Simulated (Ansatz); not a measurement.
**Abstraction of Cl: C2H6ClGa + C2HF2 → C2H6Ga + C2HClF2**

Species: C2H6ClGa `C[CH2][GaH][Cl]`, singlet; C2HF2 `F/[C]=C\F`, doublet; C2H6Ga `C[CH2][GaH]`, doublet; C2HClF2 `F/C=C(\F)Cl`, singlet. A radical takes Cl: the energy is the difference in strength between the Ga–Cl bond broken and the C–Cl bond made.

Shapes, held fixed at every level: PBE0-D4/def2-TZVP. Flexible molecules stand in one conformer, not always the lowest. Programs: Ansatz 0.2.0. The zero-point and thermal change to 298 K, harmonic and unscaled (PBE0-D4/def2-TZVP), is -0.9 kJ/mol.

```
               level           kind  ΔH(298 K) (kJ/mol)  CPU time (sum over the molecules)
         HF/def2-SVP   Hartree–Fock              +111.9                                  –
    SPW92/def2-TZVPP            LDA               +20.9                               12 s
   PBE-D4/def2-TZVPP            GGA               +40.0                               20 s
r2SCAN-D4/def2-TZVPP       meta-GGA               +59.6                               38 s
 B3LYP-D4/def2-TZVPP  global hybrid               +52.1                               32 s
 BHLYP-D4/def2-TZVPP  global hybrid               +65.2                               26 s
   B2PLYP/def2-TZVPP  double hybrid               +54.4                               39 s
```

B2PLYP/def2-TZVPP gives ΔH(298 K) = +54.4 kJ/mol; the levels span +20.9 to +111.9. The median of the levels is +54.4. No measured value is set beside it here. Spin contamination: C2HF2 (⟨S²⟩ up to 0.94). Open shells run unrestricted. Relativity is left out for Ga. Outer-core shells of Ga are correlated, in sets that cover them unevenly. Times are processor times on shared x86 and Arm servers, and rough.
